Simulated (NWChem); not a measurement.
System: H₂TeSe; SMILES [SeH][TeH]

NWChem input:

```
start job
memory heap 200 mb stack 900 mb global 1100 mb
geometry units angstroms noautoz
  Te     0.018098     0.983052    -0.007915
  H     -1.637765     1.131046     0.157363
  Se     0.040851    -1.544352    -0.054578
  H      0.187892    -1.730060     1.400370
end
basis spherical
  * library def2-svpd
end
ecp
  Te library def2-ecp
end
dft
  xc xpbe96 cpbe96
  iterations 150
  vectors input atomic output neutral.movecs
end
task dft energy
charge 1
dft
  odft
  mult 2
  vectors input atomic output cation.movecs
end
task dft energy
charge -1
dft
  odft
  mult 2
  vectors input atomic output anion.movecs
end
task dft energy
```

All runs use the structure optimised with PBE0/def2-SVP. def2 effective core potentials on Te; no spin-orbit coupling.

Ions are spin-unrestricted doublets at the neutral geometry; other ion states weren't tried.

Predict the main results of this run. (PBE/def2-SVPD with def2 effective core potentials on Te, vertical spin-unrestricted ions.) Quantities: vertical ionisation energy, ΔSCF (eV); −ε(HOMO) (eV).

The vertical ionisation energy, ΔSCF (eV) is 8.70. The −ε(HOMO) (eV) is 5.63.
